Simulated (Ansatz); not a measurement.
## Scan of the O1–B2–Cl4 angle

BHCl2O (SMILES OB(Cl)Cl), singlet, at its PBE0-D4/def2-TZVP minimum:

O1  (0.777, 0.657, 0.385)
B2  (-0.123, -0.286, 0.072)
Cl3  (-0.310, -1.656, 1.137)
Cl4  (-1.110, -0.165, -1.382)
H5  (0.815, 1.375, -0.254)
(Å)

The angle O1–B2–Cl4 (121.4° at the minimum) is set to the values below, O1, with anything bonded beyond it, turning rigidly in the plane of the angle. Each method's energies count from its own value at the PBE0-D4 minimum structure. Computed with Ansatz 0.2.0 (basis: def2-TZVPP); correlated methods freeze the cores. B3LYP uses VWN-RPA correlation.

```
angle (°)  CCSD(T) (eV)  wB97M-V (eV)  PBE-D4 (eV)  B3LYP-D4 (eV)
     97.4         1.039         1.001        0.980          1.016
    103.4         0.549         0.526        0.519          0.536
    109.4         0.234         0.222        0.222          0.227
    115.4             ?         0.053        0.055          0.055
    121.4         0.000         0.000        0.000          0.000
    127.4         0.055         0.057        0.051          0.056
    133.4         0.228         0.227        0.212          0.227
    139.4             ?         0.527        0.498          0.528
    145.4             ?         0.984        0.934          0.986
```

Question: Fill in the withheld CCSD(T) values. (An estimate is asked for; the value comes from the calculation.)

Answer: By the calculation: 0.058 eV at 115.4°; 0.533 eV at 139.4°; 0.998 eV at 145.4°. These count from the CCSD(T) energy at the PBE0-D4 minimum.

Minimum and curvature along this coordinate at CCSD(T): A fifth-order fit through the nearest points gives 121.5°, with a curvature of about 3.1 meV/deg².

Largest difference from the CCSD(T) curve over the scan: r2SCAN-D4 0.018; PBE0-D4 0.045; HF 0.116; MP2 0.012 eV. Each curve counts from its own value at the minimum.

T1 diagnostic: at most 0.012.

For scale, one of the runs: CCSD(T)/def2-TZVPP, 160 basis functions (an equivalent command: `ansatz run in.yaml --threads 2`). The run took 28 s on 2 CPU threads (shared host), with 1.2 GiB of host memory at its peak.
